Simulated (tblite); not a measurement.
Species: C₂F₂O₄Si.
SMILES: `O=C1O[Si](F)(F)OC1=O`

Calculated harmonic vibrations of the isolated species, GFN2-xTB (tblite), most abundant isotopes, no scaling. Against measured fundamentals such values can be off by several per cent, at times by over 20.

Harmonic wavenumbers (cm⁻¹): 87.1, 91.5, 182.5, 199.4, 218.4, 299.0, 326.5, 433.2, 453.9, 520.1, 595.0, 712.5, 768.9, 865.8, 902.8, 972.4, 996.2, 1023.7, 1142.8, 1832.7, 1879.5.

A = 2604, B = 1132, C = 979.5 MHz; mass 153.953 u (most abundant isotopes); point group C2v, symmetry number 2.

Zero-point energy?

½Σν̃ = 7252 cm⁻¹ = 86.75 kJ/mol.

Entropy at 500 K, 1 bar (ideal gas, RRHO, classical rotation)?

Translation 182.42, rotation 122.44, vibration 141.00: S = 445.9 J/(mol K).

And Cp and H(500 K) − H(0)?

Cp = 158.13 J/(mol K), of which vibrations give 124.87 (their classical limit is 21 R = 174.6); H(500 K) − H(0) = 52.83 kJ/mol without the zero-point energy, 36.21 from vibrations.

Blend soft modes into free rotors: weight 1/[1 + (100 cm⁻¹/ν̃)⁴] for the oscillator and the rest for a rotor with moment μB/(μ + B), μ = h/(8π²ν), B = 10⁻⁴⁴ kg m². What vibrational entropy results?

134.45 J/(mol K) in place of 141.00, which changes −T·S at 500 K by +3.27 kJ/mol.

How do the functions run with temperature in this model?

```json
{"T (K)": "100", "S (J/(mol K))": "272.0", "Cp (J/(mol K))": "66.3", "H − H(0) (kJ/mol)": "4.68", "G − H(0) (kJ/mol)": "-22.52", "ln q(vib)": "0.85"}
{"T (K)": "200", "S (J/(mol K))": "328.4", "Cp (J/(mol K))": "98.7", "H − H(0) (kJ/mol)": "13.00", "G − H(0) (kJ/mol)": "-52.67", "ln q(vib)": "2.67"}
{"T (K)": "300", "S (J/(mol K))": "373.5", "Cp (J/(mol K))": "124.5", "H − H(0) (kJ/mol)": "24.22", "G − H(0) (kJ/mol)": "-87.83", "ln q(vib)": "4.59"}
{"T (K)": "800", "S (J/(mol K))": "526.1", "Cp (J/(mol K))": "181.9", "H − H(0) (kJ/mol)": "104.35", "G − H(0) (kJ/mol)": "-316.55", "ln q(vib)": "13.04"}
{"T (K)": "1000", "S (J/(mol K))": "567.6", "Cp (J/(mol K))": "189.7", "H − H(0) (kJ/mol)": "141.58", "G − H(0) (kJ/mol)": "-426.05", "ln q(vib)": "15.80"}
```

q(vib) and H(0) count from the zero-point level.

Hindered rotation and anharmonicity are outside this model.
